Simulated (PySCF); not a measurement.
SrCl, SMILES [Sr][Cl], multiplicity 2.

Geometry: B3LYP-D3(BJ)/def2-TZVPD. The multiplicity is an assumed one; other spin states were not compared. The def2 effective core potentials stand for the cores of Sr; spin–orbit coupling is left out.

Computed with ωB97X/def2-TZVPD in PySCF.

Isolated molecule, no solvent.

Computed frontier levels, dipole moment and polarisability:
```json
{
  "α spin, highest occupied and lowest empty level": "-5.59 and 0.17 eV",
  "β spin, highest occupied and lowest empty level": "-10.17 and 0.86 eV",
  "dipole_moment": "4.57 D",
  "mean_static_polarisability": "204.4 bohr³ (30.29 Å³)",
  "polarisability_principal_values": "167.1, 223.1, 223.1 bohr³",
  "⟨S²⟩": "0.751 (pure state 0.75)"
}
```
